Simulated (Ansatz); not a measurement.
Stepwise reaction of `NB(F)F` with hydrogen chloride, as a gas-phase model of exchange steps in deposition or etching. ΔE in kJ/mol; ΔG adds harmonic PBE0-D4 terms to CCSD(T)/CBS, at 1 bar.

Calculated with Ansatz (gas phase, PBE0-D4/def2-TZVP geometries, no zero-point term in ΔE). CBS: MP2 limit from def2 TZ/QZ plus the TZ coupled-cluster correction, frozen cores. This one scheme is used for every species. Functionals use def2-TZVPP. B3LYP here is the variant with VWN-RPA as its local correlation; programs differ in this. Each species was taken in one conformer, which may not be the lowest.

```
step                            reaction  PBE-D4  B3LYP-D4  ωB97M-V  CCSD(T)/CBS  ΔG(500 K)
   1    `NB(F)F` + HCl → `NB(F)Cl` + H–F    50.5      60.2     58.5         54.3       55.8
   2  `NB(F)Cl` + HCl → `NB(Cl)Cl` + H–F    46.5      55.7     54.5         47.6       55.3
```

By hand: ΔE of the 2 steps together at CCSD(T)/CBS.

(54.3) + (47.6) = 101.9 kJ/mol, or 51.0 kJ/mol a step.

In ΔE each step is lower than the one before. All are uphill at CCSD(T)/CBS. ΔG lies between 55.3 and 55.8 kJ/mol a step. PBE-D4 differs from CCSD(T)/CBS by -3.8 to -1.1 kJ/mol a step. Isolated molecules leave out the surface, adducts and barriers. Largest T1 diagnostic: 0.011.
